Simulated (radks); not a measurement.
The numbers below are computed, except where a source is named.
Lu3+, 68 electrons, occupied as [Kr] 4d10 4f14 5p6 6p2 (not the ground configuration). Code: a radial shooting solver on a logarithmic mesh with Libxc functionals. Model: Dirac Kohn-Sham, LDA (Slater exchange, Perdew-Wang correlation), spin-unpolarised, spherical densities, finite nucleus; open shells are shared between the two j in proportion to 2j + 1; Fermi nuclear charge, rms radius 5.37 fm.

Radial electron density D(r) = 4 pi r^2 rho(r):

r (bohr)  D(r) (e/bohr)
0.002374          23.50
0.002764          28.85
0.003217          35.08
0.003745          42.21
0.00436           50.18
0.005076          58.82
0.005909          67.83
0.00688           76.77
0.008009          85.07
0.009324          92.02
0.01085           96.96
0.01254           99.26
0.01459           99.02
0.01699           96.39
0.01978           92.46
0.02302           89.02
0.0268            88.16
0.0312            91.62
0.03633           99.86
0.04229           111.3
0.04923           122.2
0.05731           128.1
0.06672           125.9
0.07768           116.4
0.08971           105.4
0.1044            98.85
0.1216            101.6
0.1415            110.7
0.1648            116.4
0.1918            109.5
0.2233            90.16
0.26              68.71
0.3026            57.51
0.3523            59.59
0.4102            66.50
0.4775            67.20
0.5559            57.89
0.642             43.92
0.7474            30.14
0.8701            20.74
1.013             15.19
1.179             11.38
1.373             7.959
1.598             4.881
1.86              2.669
2.166             1.532
2.521             1.148
2.935             1.003
3.417            0.7825
3.946            0.4936
4.594            0.2270
5.348           0.07466
6.226           0.01693
7.249          0.002535
8.438         0.0002386

D(r) has 4 maxima, at r = 0.0134, 0.0597, 0.166, 0.448 bohr, and minima at 0.0258, 0.108, 0.318 bohr, inside which lie 2.01, 11.14, 29.90 electrons.
